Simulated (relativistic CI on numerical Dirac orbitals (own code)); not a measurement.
# Forbidden lines of Zn²⁶⁺

These numbers are calculated, not measured: Dirac-Coulomb-Breit CI, KLI orbitals optimised for each configuration, model QED, unscaled Slater integrals (own radial code, finite nucleus).

Configuration list (outside the closed core 1s2): 2s², 2s2p, 2p², 2p3s, 2p3p, 2s3s, 2s3p, 2s3d, 2s4s, 2s4p, 2s4d, 2s4f, 2s5s, 2s5p, 3s², 2s5d, 2s5f, 2s5g, 3s3p, 3p². Levels of other configurations are missing.

| λ vac (nm) | Lower | Upper | Type | A (s⁻¹) | E lower (Ry) | E upper (Ry) |
| --- | --- | --- | --- | --- | --- | --- |
| 0.83135 | 2s2p ³P°0 [2] | 2s3p ³P°2 [16] | E2 | 2.22e+09 | 3.742 | 113.354 |
| 0.83485 | 2s2p ³P°1 [3] | 2s3p ³P°2 [16] | E2 | 4.73e+09 | 4.201 | 113.354 |
| 0.84759 | 2s2p ³P°2 [4] | 2s3p ³P°2 [16] | E2 | 3.80e+09 | 5.841 | 113.354 |
| 0.85244 | 2s2p ³P°2 [4] | 2s3p ³P°0 [13] | E2 | 1.09e+10 | 5.841 | 112.742 |
| 55.560 | 2s2p ³P°1 [3] | 2s2p ³P°2 [4] | M1 | 7.43e+04 | 4.201 | 5.841 |

Terms are leading LS components. Brackets give the number of a level in order of energy, since labels repeat. The list gives strong lines, with weight on those to low levels, among the lowest 66 of 76 levels, so that lines to higher ones, which can be the strongest, are missing. Levels whose partners in the same complex of configurations lie outside the list can be far off, and so can their lines. Rates are taken at the computed energies, electric ones in the length gauge.

At this charge energies of transitions that change n are usually good to better than 1 %, and those within a shell (Δn = 0) to a few per cent.

LS names give the leading component of a level, which can be under half, so a name can repeat, a term be missing and a line seem to break the LS rules.
